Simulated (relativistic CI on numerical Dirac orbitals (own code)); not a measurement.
**Pd²⁺ (4d8) in a crystal field**

Calculated by Dirac-Coulomb-Breit CI, KLI orbitals optimised for each configuration, model QED (radiative potential, 1s self-energy scaled to tabulated hydrogen-like ionisation energies), valence Slater integrals scaled by 0.65, one configuration in a parametric crystal field (own radial code).

Field parameters in Wybourne normalisation: D4h B²₀ = −7Ds, B⁴₀ = 21(Dq − Dt), B⁴₄ = 21√(5/14) Dq. The field is a parameter set, without covalency.

S is read from ⟨S²⟩ = S(S + 1).

Levels (cm⁻¹, degeneracy): 0 (1), 2 (2), 3650 (1), 9628 (1), 23916 (1), 24548 (1), 24952 (1), 25124 (2), 26767 (1), 26792 (1), 26852 (2), 26937 (1).

Which field gives this pattern?
A. D4h, 10Dq = 28400, Ds = 2590, Dt = 150 cm⁻¹
B. D4h, 10Dq = 28400, Ds = 140, Dt = 150 cm⁻¹
C. D4h, 10Dq = 28400, Ds = 1770, Dt = 150 cm⁻¹
D. D4h, 10Dq = 28400, Ds = 2180, Dt = 150 cm⁻¹

D. D4h, 10Dq = 28400, Ds = 2180, Dt = 150 cm⁻¹, ground level with S = 1.00.
